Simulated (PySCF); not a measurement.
Molecule: SMILES C=CC(=C)C#CC#CC, C9H8.

Bonds (- single, = double, # triple, : aromatic): C1=C2, C2-C3, C3=C4, C3-C5, C5#C6, C6-C7, C7#C8, C8-C9. C1 carries H10, H11; C2 carries H12; C4 carries H13, H14; C9 carries H15, H16, H17. H14 is cis to C2; H11 is cis to C3; H13 is trans to C2; H10 is trans to C3.

Frames of a GFN2-xTB Langevin trajectory at 600 K; GIAO PBE0/pcSseg-1 shieldings in PySCF, gas phase, non-relativistic; equivalent atoms averaged within each frame.

Referencing at the same level of theory: 13C (186.93 ppm) and 1H (31.72 ppm) vs TMS. The references are static minima.

Q: How do the shifts (ppm) fluctuate along the trajectory?

A: 
```
         time (fs)     C4     C2     C3     C1     C8    C5    C6    C7    C9   H14
               250  140.5  135.6  135.1  125.7   86.9  85.1  83.9  73.7   6.6  6.88
               425  152.4  162.7  151.9  133.7  113.0  76.8  96.9  73.6   8.8  7.55
               625  129.9  147.6  143.8  133.5   94.8  89.1  82.6  76.6  14.4  5.69
               800  131.2  144.8  137.8  135.0   90.3  80.2  87.1  80.5  12.3  5.93
              1000  148.8  141.1  141.8  125.2   99.9  76.9  91.2  78.3   6.5  7.52
    mean of frames  140.6  146.4  142.1  130.6   97.0  81.6  88.3  76.5   9.7  6.71
standard deviation   10.1   10.2    6.5    4.8   10.2   5.4   5.8   3.0   3.5  0.87
```

5 frames give an uncertainty of the mean of about the standard deviation over 2.2 at best, since frames this close in time may not be independent; classical motion lacks zero-point vibration, and the reference would need the same averaging.
